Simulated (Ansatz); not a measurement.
Harmonic frequencies (cm⁻¹) at PBE0-D4/def2-TZVP from Ansatz: 140, 238, 344, 519, 531, 743, 822, 845, 1175, 1710, 2468, 3520.

Each molecule was computed in one conformer, which needn't be the lowest.

(1) Which molecule is it?
A. `OBCCl`
B. `NC(Cl)=[Se]`
C. `F/C=C\S`
D. `N=C(Cl)[SeH]`

Answers

(1) D.
